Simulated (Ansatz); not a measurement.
System: CHBFO (charge 0, doublet). It need not be the lowest isomer of its formula. SMILES: O=C[B]F
Coordinates optimised at B3LYP-D3(BJ)/def2-TZVP (Ansatz, an electronic-structure program):
```
C
O 1 1.2220
H 1 1.1085 2 121.13
B 1 1.5590 3 119.73 2 -171.72
F 4 1.2938 1 133.64 3 -107.06
```
Charge 0, spin multiplicity 2.

Quantity: atomisation energy (electronic, to ground-state atoms), in kcal/mol. Correlated levels leave the core frozen unless marked. UHF or UKS for open shells. Spin-orbit coupling is left out. No relativistic terms. The coupled-cluster limit lacks core correlation, which all-electron functionals hold. CBS marks a two-point X^-3 extrapolation of the correlation energy; Hartree-Fock from the larger set. The bracket is a focal-point correction in the basis named.

```json
[
 {"level": "r2SCAN-D4/def2-TZVPD", "program": "Ansatz + dftd4", "atomisation energy (kcal/mol)": "504.7"},
 {"level": "LC-wPBE-D3(BJ)/def2-TZVPD", "program": "Ansatz + dftd3", "atomisation energy (kcal/mol)": "501.0"}
]
```

Task: Predict the RI-MP2/CBS(cc-pVTZ,cc-pVQZ)+[CCSD(T)-MP2]/cc-pVTZ result (Ansatz).

Result: 490.9 kcal/mol, so LC-wPBE-D3(BJ)/def2-TZVPD differs from it by 10.1 kcal/mol.
